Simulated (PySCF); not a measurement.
Gas-phase reaction: 4 InCl2 + O2 = 2 In2O + 4 Cl2

Energies from PySCF, thermal terms from the rigid-rotor harmonic-oscillator model, ideal gas at 1 bar. † marks an energy on the PBE0/def2-TZVP geometry and frequencies. MP2 freezes the core. Open shells (unrestricted): InCl2 (multiplicity 2), O2 (multiplicity 3); the rest are closed-shell singlets. In: scalar-relativistic def2 core potential, no spin-orbit coupling. InCl2: computed as isolated molecules; such fragments, hydroxides, amides, oligomers or adducts are transient or little studied in the gas. MP2 isn't extrapolated to the basis-set limit; its ΔH°(298 K) is 656.7 kJ in def2-SVP and 447.9 kJ in def2-TZVPP. The harmonic model lacks anharmonicity and excited electronic states, which grow with temperature; levels with a mode under 35 cm⁻¹ are left out. Soft modes under 120 cm⁻¹ make the harmonic entropy rough for InCl2, In2O.

| level | ΔE electronic, kJ | ΔH°(298 K), kJ | ΔS°(298 K), J/K | ΔG°(1600 K), kJ |
|---|---|---|---|---|
| M06-2X/def2-TZVP† | 580 | 580 | 40 | 511 |
| MP2/def2-TZVPP† | 448 | 448 | 40 | 380 |
| PBE/def2-TZVP† | 463 | 463 | 40 | 394 |
| PBE0/def2-SVP† | 660 | 660 | 40 | 592 |
| r2SCAN/def2-TZVP† | 593 | 593 | 40 | 525 |
| LDA/def2-TZVP† | 423 | 423 | 40 | 355 |
ΔH° is lowest at LDA/def2-TZVP† and highest at PBE0/def2-SVP†. No reference value is set beside these.
